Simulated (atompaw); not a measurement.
Cutoff test, Co (Z = 27), PAW (atompaw)

- Element: cobalt (Co)
- Generator: atompaw 4.2.0.5
- Type: PAW
- Functional: PBE
- Relativity: scalar-relativistic
- Frozen core: [Ar]
- Valence charge: 9
- Reference configuration: 3d8 4s1 4p0
- Partial waves: 4s (bound): rc 2.00 bohr; 4s channel at 1.05 Ry: rc 2.00 bohr; 4p (bound, empty): rc 3.00 bohr; 4p channel at 4.65 Ry: rc 3.00 bohr; 3d (bound): rc 1.70 bohr; 3d channel at 2.35 Ry: rc 1.70 bohr
- Local potential: troulliermartins scheme with l = 3 at 0 Ry, radius 2.65 bohr
- Core correction: smooth core density matched at 2.85 bohr
- Augmentation charge: besselshape compensation charge, radius 2.75 bohr; PAW radius 3.00 bohr; waves and projectors: custom rrkj vanderbiltortho

The pseudo-atom Hamiltonian at the reference potential is diagonalised in spherical Bessel functions j_l(qr) that vanish at 20 bohr, with q² up to the cutoff. All-electron valence levels (Ry): 4s -0.3215, 4p -0.0595, 3d -0.3115.

Q: How do the lowest levels (Ry) of each channel move with the cutoff, and are there ghosts?

A:

```json
{"cutoff (Ry)": "8", "s #1": "-0.3206", "s #2": "0.0072", "p #1": "-0.0594", "d #1": "0.0593", "f #1": "0.1100", "Σ f·Δε (mRy)": "2967.4"}
{"cutoff (Ry)": "10", "s #1": "-0.3214", "s #2": "0.0071", "p #1": "-0.0594", "d #1": "0.0592", "f #1": "0.1100", "Σ f·Δε (mRy)": "2965.9"}
{"cutoff (Ry)": "15", "s #1": "-0.3215", "s #2": "0.0071", "p #1": "-0.0594", "d #1": "0.0580", "f #1": "0.1100", "Σ f·Δε (mRy)": "2955.6"}
{"cutoff (Ry)": "21", "s #1": "-0.3215", "s #2": "0.0071", "p #1": "-0.0594", "d #1": "-0.2069", "f #1": "0.1100", "Σ f·Δε (mRy)": "836.3"}
{"cutoff (Ry)": "25", "s #1": "-0.3215", "s #2": "0.0071", "p #1": "-0.0594", "d #1": "-0.2699", "f #1": "0.1100", "Σ f·Δε (mRy)": "332.9"}
{"cutoff (Ry)": "30", "s #1": "-0.3215", "s #2": "0.0071", "p #1": "-0.0594", "d #1": "-0.3034", "f #1": "0.1100", "Σ f·Δε (mRy)": "64.8"}
{"cutoff (Ry)": "40", "s #1": "-0.3216", "s #2": "0.0071", "p #1": "-0.0594", "d #1": "-0.3109", "f #1": "0.1100", "Σ f·Δε (mRy)": "4.5"}
{"cutoff (Ry)": "50", "s #1": "-0.3216", "s #2": "0.0071", "p #1": "-0.0594", "d #1": "-0.3112", "f #1": "0.1100", "Σ f·Δε (mRy)": "2.6"}
{"cutoff (Ry)": "55", "s #1": "-0.3216", "s #2": "0.0071", "p #1": "-0.0594", "d #1": "-0.3113", "f #1": "0.1100", "Σ f·Δε (mRy)": "1.4"}
{"cutoff (Ry)": "60", "s #1": "-0.3216", "s #2": "0.0071", "p #1": "-0.0594", "d #1": "-0.3114", "f #1": "0.1100", "Σ f·Δε (mRy)": "0.6"}
{"cutoff (Ry)": "80", "s #1": "-0.3216", "s #2": "0.0071", "p #1": "-0.0594", "d #1": "-0.3114", "f #1": "0.1100", "Σ f·Δε (mRy)": "0.4"}
{"cutoff (Ry)": "400", "s #1": "-0.3216", "s #2": "0.0071", "p #1": "-0.0594", "d #1": "-0.3115", "f #1": "0.1100", "Σ f·Δε (mRy)": "0.0"}
```

Result: no extra level below or beside the all-electron valence levels (s, p, d, f tested); 10 mRy is reached at 35 Ry and 1 mRy at 60 Ry.
